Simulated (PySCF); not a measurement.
## [GdF4]− at several levels of theory

Computed with PySCF 2.14.0 (density fitting, no spin-orbit coupling) at the geometry relaxed with PBE0:

```xyz
5
[GdF4]− (singlet in the valence; each metal's 4f electrons, 7 of them, lie in its core potential, out of spins and levels)
Gd    0.0000    0.0000    0.0000
F     1.2092    1.2092    1.2092
F    -1.2092   -1.2092    1.2092
F     1.2092   -1.2092   -1.2092
F    -1.2092    1.2092   -1.2092
```

| level | basis | state | HOMO (eV) | gap (eV) | charge on Gd1 (e) | population of f-type functions on Gd1 (polarisation alone where 4f lies in the core) | dipole about the centre of mass (D) | largest force component (eV/Å) |
| --- | --- | --- | --- | --- | --- | --- | --- | --- |
| PBE0 | Gd lcecp-1-SVP with ECP53, F def2-SVP | singlet | -4.88 | 8.67 | 1.06 | 0.10 | 0.00 | 0.00 |
| PBE0 | Gd lcecp-1-TZVP with ECP53, F def2-TZVP | singlet | -5.23 | 8.88 | 1.55 | 0.12 | 0.00 | 0.14 |

In the lcecp rows the 4f levels are missing from HOMO and gap, and the state counts the valence alone.

Charges are Mulliken's, which hang on the basis. The relaxation used the grid (50, 194), these runs (75, 302) or, all-electron (x2c bases, spin-free X2C Hamiltonian), (99, 590).

Task: A further run in the first row's basis gives HOMO (eV) -2.98, gap (eV) 6.35, charge on Gd1 (e) 0.81, population of f-type functions on Gd1 (polarisation alone where 4f lies in the core) 0.09, dipole about the centre of mass (D) 0.00, largest force component (eV/Å) 0.11. Which level was it?
A. revPBE
B. BP86

Result: B. The others give HOMO -2.81 eV (revPBE).

In the first row's basis the gap widens with exact exchange: 6.1 to 6.4 eV for revPBE, BP86 (none); 8.7 eV for PBE0 (a fixed share).

An lcecp potential fixes the number of 4f electrons, so in runs with it no electron can move into or out of that shell.
